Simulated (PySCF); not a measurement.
2-Naphthoyl fluoride (2c) (C11H7FO): Computed beside measured shifts

System: 2-Naphthoyl fluoride (2c) (C11H7FO), SMILES O=C(F)c1ccc2ccccc2c1.

Atom-mapped SMILES (hydrogens are numbered by the atom that bears them): [O:1]=[C:2]([F:3])[c:4]1[cH:5][cH:6][c:7]2[cH:8][cH:9][cH:10][cH:11][c:12]2[cH:13]1

Computed with GIAO PBE0/pcSseg-1, IEF-PCM chloroform, PySCF SCF with an in-house response code, fitting set def2-universal-JFIT up to Ne and JKFIT beyond, grid level 2, non-relativistic, on the PBE0-D3(BJ)/def2-SVP geometry.

One optimised conformer. Values are averaged over the atoms that symmetry or fast rotation interchanges, on this one geometry and without vibrational averaging. Shifts are the reference shielding less the shielding here, at the same level (13C, 1H against isolated TMS; 19F against isolated CFCl3; 17O against isolated H2O); nuclei without a reference have shieldings only.

Task: What shifts does this level give for F3, and how do they compare with measurement?

Result: 
| atom | nucleus | computed / ppm | measured / ppm | computed less measured | measured against | medium of the measurement |
| --- | --- | --- | --- | --- | --- | --- |
| F3 | 19F | 15.9 | 18.08 | -2.2 | CFCl3 | CDCl3 |

Computed 19F and 31P shifts carry an offset from the reference molecule (CFCl3 is hard for DFT, lone H3PO4 or PH3 isn't the 85 % acid), so differences between compounds are more accurate than the values.

Measured values: Chen Zhu, Serik Zhumagazy, Huifeng Yue, Magnus Rueping, Electrophilic N-Trifluoromethylthiophthalimide as a Fluorinated Reagent in the Synthesis of Acyl Fluorides (Supporting Information), Organic Che.
